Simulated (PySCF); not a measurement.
C3H9SiTe (SMILES C[Si](C)(C)[Te]), doublet, at a GFN2-xTB geometry (all electrons, no relativity); M06/STO-3G (PySCF).

The PySCF input:
```python
from pyscf import gto, scf, dft

mol = gto.Mole()
mol.atom = '''
    C    -0.846379    1.446869   -1.948751
    Si   -0.393815   -0.202572   -1.110081
    C     0.961802   -1.067468   -2.131401
    C    -1.937952   -1.316879   -1.057162
    Te    0.428997    0.220669    1.209250
    H    -1.207469    1.288319   -2.960275
    H    -1.624126    1.965299   -1.396455
    H     0.014400    2.106231   -2.003461
    H     1.856931   -0.455871   -2.189580
    H     1.240130   -2.017546   -1.685781
    H     0.626831   -1.262337   -3.145563
    H    -2.314810   -1.515352   -2.055806
    H    -1.714710   -2.271695   -0.591135
    H    -2.736435   -0.850952   -0.487928
'''
mol.basis = 'sto-3g'
mol.charge = 0
mol.spin = 1
mol.verbose = 4
mol.build()

mf = dft.UKS(mol)
mf.xc = 'm06'
mf.grids.level = 0
mf.kernel()
mf.analyze()
```

The log (banner, timings and long lists left out):

```
PySCF version 2.14.0

[INPUT] verbose = 4
[INPUT] num. atoms = 14
[INPUT] num. electrons = 93
[INPUT] charge = 0
[INPUT] spin (= nelec alpha-beta = 2S) = 1
[INPUT] symmetry False subgroup None
[INPUT] Mole.unit = angstrom
[INPUT] Symbol           X                Y                Z      unit          X                Y                Z       unit  Magmom
[...]
nuclear repulsion = 517.001721102112
number of shells = 34
number of NR pGTOs = 180
number of NR cGTOs = 60
basis = sto-3g
ecp = {}

******** <class 'pyscf.dft.uks.UKS'> ********
method = UKS
initial guess = minao
damping factor = 0
level_shift factor = 0
DIIS = <class 'pyscf.scf.diis.CDIIS'>
diis_start_cycle = 1
diis_space = 8
diis_damp = 0
SCF conv_tol = 1e-09
SCF conv_tol_grad = None
SCF max_cycles = 50
direct_scf = True
direct_scf_tol = 1e-13
number electrons alpha = 47  beta = 46
XC library pyscf.dft.libxc version 7.1.2
    S. Lehtola, C. Steigemann, M. J. T. Oliveira, and M. A. L. Marques,  SoftwareX 7, 1–5 (2018)
XC functionals = m06
    Y. Zhao and D. G. Truhlar,  Theor. Chem. Acc. 120, 215 (2008)
    Y. Zhao and D. G. Truhlar,  Theor. Chem. Acc. 120, 215 (2008)
radial grids:
    Treutler-Ahlrichs [JCP 102, 346 (1995); DOI:10.1063/1.469408] (M4) radial grids

becke partition: Becke, JCP 88, 2547 (1988); DOI:10.1063/1.454033
pruning grids: <function nwchem_prune>
grids dens level: 0
symmetrized grids: False
atomic radii adjust function: <function treutler_atomic_radii_adjust>
small_rho_cutoff = 0
Set gradient conv threshold to 3.16228e-05
tot grids = 13296
init E= -6933.29444480921

cycle= 1 E= -6952.73195189056  delta_E= -19.4  |g|= 0.364  |ddm|= 3.06
cycle= 2 E= -6951.69648032457  delta_E= 1.04  |g|= 1.25  |ddm|= 3.91
cycle= 3 E= -6953.09806428363  delta_E= -1.4  |g|= 0.263  |ddm|= 2.81
cycle= 4 E= -6953.17201380764  delta_E= -0.0739  |g|= 0.0907  |ddm|= 0.568
cycle= 5 E= -6953.18096997078  delta_E= -0.00896  |g|= 0.0305  |ddm|=  0.2
cycle= 6 E= -6953.18207307097  delta_E= -0.0011  |g|= 0.00587  |ddm|= 0.079
cycle= 7 E= -6953.18211121377  delta_E= -3.81e-05  |g|= 0.00137  |ddm|= 0.0139
cycle= 8 E= -6953.18211318246  delta_E= -1.97e-06  |g|= 0.000514  |ddm|= 0.00452
cycle= 9 E= -6953.18211345561  delta_E= -2.73e-07  |g|= 0.000125  |ddm|= 0.00135
cycle= 10 E= -6953.18211350406  delta_E= -4.85e-08  |g|= 3.95e-05  |ddm|= 0.00088
cycle= 11 E= -6953.18211353878  delta_E= -3.47e-08  |g|= 3.55e-05  |ddm|= 0.000843
cycle= 12 E= -6953.1821135677  delta_E= -2.89e-08  |g|= 3.52e-05  |ddm|= 0.000709
cycle= 13 E= -6953.18211360652  delta_E= -3.88e-08  |g|= 3.53e-05  |ddm|= 0.000953
cycle= 14 E= -6953.18211365943  delta_E= -5.29e-08  |g|= 3.53e-05  |ddm|= 0.0013
cycle= 15 E= -6953.18211451337  delta_E= -8.54e-07  |g|= 3.58e-05  |ddm|= 0.021
cycle= 16 E= -6953.18211224732  delta_E= 2.27e-06  |g|= 3.98e-05  |ddm|= 0.0545
cycle= 17 E= -6953.18212779362  delta_E= -1.55e-05  |g|= 0.000263  |ddm|= 0.26
cycle= 18 E= -6953.18212278972  delta_E= 5e-06  |g|= 0.00154  |ddm|= 0.307
cycle= 19 E= -6953.18213455177  delta_E= -1.18e-05  |g|= 0.000522  |ddm|= 0.206
cycle= 20 E= -6953.18208233848  delta_E= 5.22e-05  |g|= 0.000559  |ddm|= 0.641
cycle= 21 E= -6953.18210675198  delta_E= -2.44e-05  |g|= 9.52e-05  |ddm|= 0.201
cycle= 22 E= -6953.18210501781  delta_E= 1.73e-06  |g|= 0.000112  |ddm|= 0.0203
cycle= 23 E= -6953.18210898673  delta_E= -3.97e-06  |g|= 0.000109  |ddm|= 0.0513
cycle= 24 E= -6953.18210649639  delta_E= 2.49e-06  |g|= 0.00019  |ddm|= 0.0336
cycle= 25 E= -6953.18210923136  delta_E= -2.73e-06  |g|= 0.000115  |ddm|= 0.0375
cycle= 26 E= -6953.18211309016  delta_E= -3.86e-06  |g|= 6.79e-05  |ddm|= 0.0767
cycle= 27 E= -6953.18211745202  delta_E= -4.36e-06  |g|= 8.67e-05  |ddm|= 0.0984
cycle= 28 E= -6953.18211581867  delta_E= 1.63e-06  |g|= 7.18e-05  |ddm|= 0.0332
cycle= 29 E= -6953.18211712034  delta_E= -1.3e-06  |g|= 0.000118  |ddm|= 0.0271
cycle= 30 E= -6953.18211381497  delta_E= 3.31e-06  |g|= 9.53e-05  |ddm|= 0.0745
[...]
SCF not converged.
Total Energy =                       -6953.182108260481982
[...]
[...]
To work with the spin densities directly, `use mulliken_meta_spin()` only printing them here.

 ** Mulliken spin pop alpha/beta on meta-lowdin orthogonal AOs **
 ** Mulliken Spin Density (per AO)  **
spin_pop of  0 C 1s        0.00000
spin_pop of  0 C 2s        0.00142
spin_pop of  0 C 2px       0.00102
spin_pop of  0 C 2py       0.00389
spin_pop of  0 C 2pz       0.00150
spin_pop of  1 Si 1s       -0.00000
spin_pop of  1 Si 2s        0.00000
spin_pop of  1 Si 3s       -0.00480
spin_pop of  1 Si 2px      -0.00000
spin_pop of  1 Si 2py      -0.00000
spin_pop of  1 Si 2pz      -0.00002
spin_pop of  1 Si 3px      -0.00419
spin_pop of  1 Si 3py      -0.00248
spin_pop of  1 Si 3pz      -0.02484
spin_pop of  2 C 1s       -0.00000
spin_pop of  2 C 2s       -0.00032
spin_pop of  2 C 2px      -0.00072
spin_pop of  2 C 2py      -0.00015
spin_pop of  2 C 2pz      -0.00076
spin_pop of  3 C 1s        0.00000
spin_pop of  3 C 2s        0.00250
spin_pop of  3 C 2px       0.00716
spin_pop of  3 C 2py       0.00350
spin_pop of  3 C 2pz       0.00062
spin_pop of  4 Te 1s        0.00000
spin_pop of  4 Te 2s        0.00000
spin_pop of  4 Te 3s        0.00000
spin_pop of  4 Te 4s        0.00000
spin_pop of  4 Te 5s        0.00451
spin_pop of  4 Te 2px       0.00000
spin_pop of  4 Te 2py       0.00000
spin_pop of  4 Te 2pz       0.00000
spin_pop of  4 Te 3px       0.00000
spin_pop of  4 Te 3py       0.00001
spin_pop of  4 Te 3pz       0.00000
spin_pop of  4 Te 4px       0.00016
spin_pop of  4 Te 4py       0.00037
spin_pop of  4 Te 4pz       0.00007
spin_pop of  4 Te 5px       0.26814
spin_pop of  4 Te 5py       0.60913
spin_pop of  4 Te 5pz       0.13725
spin_pop of  4 Te 3dxy      0.00000
spin_pop of  4 Te 3dyz     -0.00000
spin_pop of  4 Te 3dz^2    -0.00000
spin_pop of  4 Te 3dxz     -0.00000
spin_pop of  4 Te 3dx2-y2   -0.00000
spin_pop of  4 Te 4dxy      0.00000
spin_pop of  4 Te 4dyz     -0.00001
spin_pop of  4 Te 4dz^2    -0.00004
spin_pop of  4 Te 4dxz     -0.00002
spin_pop of  4 Te 4dx2-y2   -0.00000
spin_pop of  5 H 1s       -0.00031
spin_pop of  6 H 1s       -0.00030
spin_pop of  7 H 1s       -0.00036
spin_pop of  8 H 1s        0.00001
spin_pop of  9 H 1s        0.00005
spin_pop of  10 H 1s       -0.00067
spin_pop of  11 H 1s       -0.00016
spin_pop of  12 H 1s       -0.00059
spin_pop of  13 H 1s       -0.00058
 ** Mulliken Spin Density (per atom)  **
spin density of  0 C =      0.00783
spin density of  1 Si =     -0.03633
spin density of  2 C =     -0.00195
spin density of  3 C =      0.01378
spin density of  4 Te =      1.01959
spin density of  5 H =     -0.00031
spin density of  6 H =     -0.00030
spin density of  7 H =     -0.00036
spin density of  8 H =      0.00001
spin density of  9 H =      0.00005
spin density of  10 H =     -0.00067
spin density of  11 H =     -0.00016
spin density of  12 H =     -0.00059
spin density of  13 H =     -0.00058
 ** Mulliken pop alpha/beta on meta-lowdin orthogonal AOs **
 ** Mulliken pop       alpha | beta **
In total            47.00000 | 46.00000
 ** Mulliken atomic charges   ( Nelec_alpha | Nelec_beta ) **
charge of  0C =     -0.28636  (     3.14710      3.13926 )
charge of  1Si =      0.58246  (     6.69061      6.72693 )
charge of  2C =     -0.28873  (     3.14339      3.14534 )
charge of  3C =     -0.28589  (     3.14983      3.13605 )
charge of  4Te =     -0.14846  (    26.58402     25.56444 )
charge of  5H =      0.04724  (     0.47622      0.47653 )
charge of  6H =      0.04800  (     0.47585      0.47615 )
charge of  7H =      0.04671  (     0.47647      0.47683 )
charge of  8H =      0.04713  (     0.47644      0.47643 )
charge of  9H =      0.04753  (     0.47626      0.47621 )
charge of  10H =      0.04608  (     0.47662      0.47729 )
charge of  11H =      0.04867  (     0.47559      0.47575 )
charge of  12H =      0.04730  (     0.47605      0.47664 )
charge of  13H =      0.04832  (     0.47555      0.47613 )
Dipole moment(X, Y, Z, Debye): -0.77347, -0.37209, -2.01902
```

Convergence was not reached.
